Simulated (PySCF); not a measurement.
Molecule: SMILES C([SiH2]Cl)[Si](C)(C)C. Atoms near the plane z = 0.0 Å, at the GFN2-xTB optimised geometry (x, y, z in Å): C3 (-1.0, 1.1, 0.0), Si4 (-0.3, -0.7, 0.0), C7 (1.6, -0.7, 0.0), H10 (-0.4, 1.7, 0.8), H11 (-2.0, 1.1, 0.3), H18 (2.0, -0.1, -0.9), H19 (2.0, -0.2, 0.9), H20 (2.0, -1.7, 0.0).

Calculation: B3LYP/def2-SVP (PySCF). Cells within 0.4 Å of a nucleus heavier than hydrogen are left out (blank, or x). The values are rescaled to run from 0 to 1.

```
|111111111111111111111111111|
|111111111111111111111111111|
|111111111111111111111111111|
|111111111111111111111111111|
|111111111111111111111111111|
|111111111111111111111111111|
|111111111111111111111111111|
|111111111111111111111111111|
|111111112123211111111111111|
|1111111365xx211111111111111|
|1111111487xx110111111111111|
|111111123367411111111111111|
|111111111246421100011111111|
|111111111133211210121111111|
|111111110001x1255xx31111111|
|11111111000xxx368xx20011111|
|111111110000x02445x51111111|
|111111111011000124993111111|
|111111111011000112561111111|
|111111111110000111100111111|
|111111111111111111111111111|
|111111111111111111111111111|
|111111111111111111111111111|
|111111111111111111111111111|
|111111111111111111111111111|
|111111111111111111111111111|
|111111111111111111111111111|
```
Scale: ten equal steps from 0.000 (start of '0') to 1.00 (end of '9'), in the order '0123456789'; x runs from -4.50 to 4.50, y from -4.50 (bottom) to 4.50 (top).

Task: Which quantity is mapped?
(A) deformation density (molecule minus spherical neutral atoms)
(B) Laplacian of the electron density
(C) an orbital amplitude
(D) electron localisation function

Result: A, deformation density (molecule minus spherical neutral atoms). In full: deformation density (molecule minus spherical neutral atoms) (e/bohr³).
